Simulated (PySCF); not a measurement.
Excitation energy of Mn by level of theory

Mn [Ar] 3d5 4s2 (6S) → Mn [Ar] 3d4 4s2 5s1, s spin flipped, as a difference of total energies. Calculation: PySCF 2.14, in x2c-TZVPPall with one added diffuse shell each of s, p, d, f type (7s6p5d3f1g, 80 functions); scalar relativity by spin-free X2C-1e. Correlated levels: valence: [Ar] frozen; valence and next inner shell: [Ne] frozen. The calculations carry no spin-orbit coupling.

| method | excitation energy (cm⁻¹) |
| --- | --- |
| UHF | 86524 |
| LDA | 99497 |
| PBE | 96420 |
| PBE0 | 95140 |
| r2SCAN | 98297 |
| B2PLYP | 93178 |
| r2SCANh | 97621 |
| PW91 | 96959 |
| MP2 (valence) | 91989 |
| SCS-MP2 (valence) | 87023 |
| MP2 (valence and next inner shell) | 95086 |
| SCS-MP2 (valence and next inner shell) | 90722 |

The upper determinant mixes two multiplicities, so it lies between the two terms.

The upper state lies above the first ionisation limit, but in LS coupling its spin forbids autoionisation to the ground ion. A Rydberg-like electron needs more diffuse functions than a valence basis has.

The promoted electron is Rydberg-like, and one or two diffuse shells describe it only roughly, which tends to raise the upper state.
